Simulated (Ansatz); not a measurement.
Total energies of CrS2(OH)2 (CrS2O2H2) from Ansatz at PBE-D4/def2-TZVP, gas phase (1 Eh = 27.2114 eV = 2625.5 kJ/mol). The reference geometry is relaxed at PBE-D4/def2-SVP.

```
                state   geometry  energy (Eh)
     charge 0 singlet  reference  -1992.03724
     charge 1 doublet  reference  -1991.70027
free Cr atom (septet)          –  -1044.19823
free S atom (triplet)          –   -397.93833
free O atom (triplet)          –    -75.00967
free H atom (doublet)          –     -0.49962
```

Question: Work out the vertical ionisation energy to the doublet.

Answer: E(charge 1 doublet) − E(charge 0 singlet) = -1991.70027 − (-1992.03724) = 0.33697 Eh = 9.17 eV. For comparison, −ε of the highest occupied level is 6.31 eV at this level, 2.86 eV less.

Question: What is the binding energy per atom against free atoms?

Answer: Atoms: 1 × (-1044.19823) + 2 × (-397.93833) + 2 × (-75.00967) + 2 × (-0.49962) = -1991.09347 Eh. Binding: -1991.09347 − (-1992.03724) = 0.94377 Eh = 25.68 eV, or 3.67 eV for each of 7 atoms (no zero-point energy, no counterpoise term).
